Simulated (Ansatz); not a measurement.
Two isomers of CH6F2GeSi: A = `C[Si](F)(F)[GeH3]`, B = `F[CH2][GeH]([F])[SiH3]`.

Gas-phase electronic energies from Ansatz, PBE0-D4/def2-TZVP geometries. CCSD(T)/CBS is the MP2 limit (def2-TZVPP, def2-QZVPP) plus CCSD(T) − MP2 in def2-TZVPP, frozen cores. Functionals use def2-TZVPP. B3LYP here is the variant with VWN-RPA as its local correlation; programs differ in this. For Ge outer-core shells are correlated without core-valence functions, which leaves a few kJ/mol of doubt a bond. Scalar relativity is left out up to krypton. One conformer a species, not always the lowest.

A:

Z-matrix (Å, degrees):
```
C
Si 1 1.846
H 1 1.092 2 110.7
H 1 1.093 2 110.7 3 -120.1
H 1 1.093 2 110.2 3 120.0
F 2 1.597 1 108.8 3 -177.4
F 2 1.597 1 108.8 3 -62.4
Ge 2 2.380 1 116.1 3 60.1
H 8 1.538 2 110.0 1 59.7
H 8 1.537 2 110.0 1 -59.4
H 8 1.535 2 110.9 1 -179.9
```

B:

Z-matrix (Å, degrees):
```
C
Ge 1 1.978
F 1 1.388 2 108.9
H 1 1.093 2 112.0 3 120.0
H 1 1.093 2 109.6 3 -118.9
Si 2 2.387 1 112.4 3 44.4
F 2 1.755 1 103.7 3 160.6
H 2 1.541 1 111.7 3 -86.8
H 6 1.485 2 109.0 1 -71.3
H 6 1.485 2 109.1 1 48.7
H 6 1.485 2 109.3 1 168.9
```

Question: Which is lower in electronic energy at CCSD(T)/CBS, and by how much? (An estimate is asked.)

Answer: The calculation gave: A, by 85.7 kcal/mol.

Question: Give E(B) − E(A) in kcal/mol with B2PLYP, PBE0-D4, HF/def2-TZVPP, PBE-D4, B3LYP, B3LYP-D4, MP2/def2-TZVPP. (Best estimate.)

Answer: Ansatz gave: B2PLYP 83.5, PBE0-D4 82.2, HF/def2-TZVPP 83.2, PBE-D4 79.4, B3LYP 81.5, B3LYP-D4 82.0, MP2/def2-TZVPP 86.6. None reverses the order clearly.

Largest T1 diagnostic: 0.012.

From PBE to PBE0 (25 % exact exchange), in def2-TZVPP and without D4, E(B) − E(A) moves by +2.8 kcal/mol.
